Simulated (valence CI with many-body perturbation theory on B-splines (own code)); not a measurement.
**A CI+MBPT run for Nb⁸⁺**

Computed by relativistic CI+MBPT: five valence electrons over a frozen Dirac-Fock core [Ar] 3d10, radial functions for each j: 6 s, 6 p, 5 d, 3 f, 1 g, with the one-electron correlation potential Σ1 (screened to all orders), the two-electron term Σ2, the three-electron term Σ3, Breit, model QED; selected single and double excitations, second order for the rest, scaled by the run's own slope (own B-spline code, finite nucleus).

Command, and the settings that its task file holds:

```sh
python run_cv.py task.json out
```

```
atom Nb  Z=41  mass_number=93  rms_radius_fm=4.3240
core [Ar] 3d10
valence 4s2 4p3
avg = 1
basis = S
breit = 1
cap = 10000
capref = 1200
cscale = 1
de = 0.0
dress = 0
eps = 2e-08
extrap = 1
h = 1.1
hh = 1
l2 = 3
lcore = 6
maxit = 60
n2 = 5
natural = 1
nlev = 20
nno = [3, 3, 3, 2, 1]
nroot = 26
nsp = [3, 3, 2, 1, 0]
pt2 = 1
qed = 1
rpa = 1
s1 = 1
s2 = 1
s3 = 1
screen = 1
tol = 2e-05
whole = 1
```

It took 30 s on 1 thread of Intel(R) Xeon(R) 6975P-C (Granite Rapids) (shared host).

Log. The first blocks belong to the next ion, which gives the ionisation energy. Fields: 2J, parity (1 odd), roots, reference size, generating configurations, candidates as configurations/state functions, variational space P, stored matrix elements, Davidson steps; e2 is the range of second-order energies in hartree. The first line gives the box (bohr), its intervals, the orbitals and the steps of their self-consistent field. Window is the range of levels sought, series limit the energy at which the first omitted orbital would enter, core excitation an estimate of the first excitation out of the core, left out the lowest levels not solved, and shifts from estimates the range by which levels moved from their first estimate, all in cm⁻¹.

```
rmax 12.7 intervals 31 orbitals 36 references ['4s2 4p3', '4s 4p4', '4s2 4p2 4d', '4p5', '4s 4p3 4d'] scf 7 t 0.3
2J=0 par=0 roots 2 ref 16 generators 11 cand 706/978 P 721/994 nnz 0 it 0
2J=0 par=0 roots 2 ref 16 generators 26 cand 2170/3742 P 2891/4736 nnz 1.4e+06 it 6
   second order: generators 57 cand 10538/20628 e2 -0.00004 -0.00004
reference levels 505, estimated 50, window 331318 1/cm; series limit 889090, core excitation 1612387
2J=3 par=1 roots 4 ref 55 generators 19 cand 253/968 P 876/3509 nnz 1.4e+06 it 5
2J=3 par=1 roots 4 ref 55 generators 40 cand 1172/6424 P 2048/9933 nnz 8.8e+06 it 8
   second order: generators 110 cand 33460/464619 e2 -0.00234 -0.00051
2J=5 par=1 roots 2 ref 49 generators 10 cand 246/948 P 756/3494 nnz 1.7e+06 it 5
2J=5 par=1 roots 2 ref 49 generators 33 cand 983/6115 P 1739/9609 nnz 9.2e+06 it 8
   second order: generators 76 cand 30437/494919 e2 -0.00250 -0.00100
2J=1 par=1 roots 2 ref 35 generators 15 cand 338/967 P 1200/3424 nnz 1.2e+06 it 5
2J=1 par=1 roots 2 ref 35 generators 38 cand 1528/6575 P 2728/9999 nnz 7.3e+06 it 8
   second order: generators 86 cand 29699/236904 e2 -0.00103 -0.00046
2J=5 par=0 roots 6 ref 79 generators 25 cand 187/914 P 796/3469 nnz 1.5e+06 it 6
2J=5 par=0 roots 6 ref 79 generators 57 cand 910/6262 P 1706/9731 nnz 8.5e+06 it 9
   second order: generators 138 cand 36883/633388 e2 -0.00476 -0.00187
2J=3 par=0 roots 6 ref 77 generators 24 cand 145/730 P 824/3284 nnz 1.3e+06 it 7
2J=3 par=0 roots 6 ref 77 generators 50 cand 1074/6638 P 1898/9922 nnz 8.3e+06 it 9
   second order: generators 130 cand 36130/509213 e2 -0.00406 -0.00114
2J=1 par=0 roots 5 ref 50 generators 21 cand 272/1002 P 1167/3534 nnz 1.3e+06 it 7
2J=1 par=0 roots 5 ref 50 generators 50 cand 1497/6362 P 2664/9896 nnz 7.5e+06 it 10
   second order: generators 125 cand 33997/282372 e2 -0.00170 -0.00045
2J=7 par=0 roots 3 ref 56 generators 16 cand 79/884 P 712/3371 nnz 1.5e+06 it 5
2J=7 par=0 roots 3 ref 56 generators 41 cand 835/6442 P 1547/9813 nnz 9.9e+06 it 7
   second order: generators 87 cand 30932/583038 e2 -0.00332 -0.00314
2J=9 par=0 roots 2 ref 33 generators 12 cand 124/930 P 841/3311 nnz 1.4e+06 it 6
2J=9 par=0 roots 2 ref 33 generators 38 cand 920/6675 P 1761/9986 nnz 1e+07 it 8
   second order: generators 73 cand 26863/474567 e2 -0.00245 -0.00212
left out: unestimated 472411, estimated 360773, shifts from estimates -20 to 36
operators 0.8
```

The Davidson iterations converged. The settings are bad on purpose, so the numbers may not be properties of the ion.

No measured levels were compared; by estimate levels hold to about 250 cm⁻¹ or 0.2 % of their energy and the worst to 1 %, as in measured heavy ions of charge 2 to 7; those with d or f electrons hold less well. Among the levels kept, up to 1100 cm⁻¹ of a level comes from second order outside the variational space, and about a tenth of that is noise between levels of different J, which matters for small intervals.

```yaml
Valence_energy: -38.25962 hartree
Ionisation_energy: "158.32 eV (NIST: 159.2 ± 0.7 eV (semi-empirical))"
Reference_configurations_for_the_orbitals: 4s2 4p3, 4s 4p4, 4s2 4p2 4d, 4p5, 4s 4p3 4d
Radial_orbitals: 36
Box_radius: 12.73 bohr
Largest_variational_space: 9999
Lowest_levels: 4s²4p³ ⁴S°_3/2 0.000, 4s²4p³ ²D°_3/2 3.116, 4s²4p³ ²D°_5/2 4.026, 4s²4p³ ²P°_1/2 6.303, 4s²4p³ ²P°_3/2 7.818, 4s4p⁴ ⁴P_5/2 21.650, 4s4p⁴ ⁴P_3/2 23.221, 4s4p⁴ ⁴P_1/2 23.739, 4s4p⁴ ²D_3/2 27.711, 4s4p⁴ ²D_5/2 28.183, 4s4p⁴ ²S_1/2 32.216, 4s4p⁴ ²P_3/2 32.829, 4s4p⁴ ²P_1/2 35.248, 4s²4p²4d ⁴F_3/2 38.399 eV
```

Names give the largest LS component (configuration and term), which can be under half, so a name can repeat, a term be missing and a line seem to break the LS rules; names also repeat where a configuration has a term twice.
